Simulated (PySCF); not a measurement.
# SbI₃: breathing scan

All numbers come from PBE0 in PySCF with Sb def2-SVP with ECP28, I def2-SVP with ECP28; scalar-relativistic core potentials, no spin–orbit coupling; density-fitted integrals.

Rigid scan from the singlet minimum (Sb–I 2.736 Å (×3); I–Sb–I 99.9° (×3)). Coordinate: all bonds to the central atom scaled together. Energies in kJ/mol from the minimum.

(1) Predict the curve at 0.88, 0.92, 0.96, 1.00, 1.04, 1.08, 1.14, 1.22, 1.35.

## Answers

(1) 
| scale of all bonds to the centre | E (kJ/mol) | dipole size (D) |
| --- | --- | --- |
| 0.88 | 247.6 | 0.38 |
| 0.92 | 94.9 | 0.84 |
| 0.96 | 20.6 | 1.31 |
| 1.00 | 0.0 | 1.76 |
| 1.04 | 15.7 | 2.18 |
| 1.08 | 55.1 | 2.56 |
| 1.14 | 140.3 | 3.05 |
| 1.22 | 273.8 | 3.56 |
| 1.35 | 485.5 | 4.13 |

At long bonds a restricted determinant can lie too high, and another spin state can fall below this curve.

Other isomers or separated fragments may lie lower.

The scan took 22 s on 2 threads of a shared Arm Neoverse V1 host; the process peaked at 1.1 GiB.
